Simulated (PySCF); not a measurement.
pyridine-4-carbonitrile (C₆H₄N₂), SMILES N#Cc1ccncc1.

Geometry optimised at TPSSh-D3(BJ)/def2-SVP.

Computed with PBE/def2-TZVP (PySCF).

The molecule is in vacuum.

Computed frontier levels, gap, dipole moment:
* **highest occupied level**: -6.55 eV
* **lowest empty level**: -3.13 eV
* **orbital gap**: 3.42 eV
* **dipole moment**: 2.07 D
* **quadrupole, principal values (traceless, Buckingham form, about the centre of nuclear charge)**: -21.08, 3.32, 17.77 D·Å
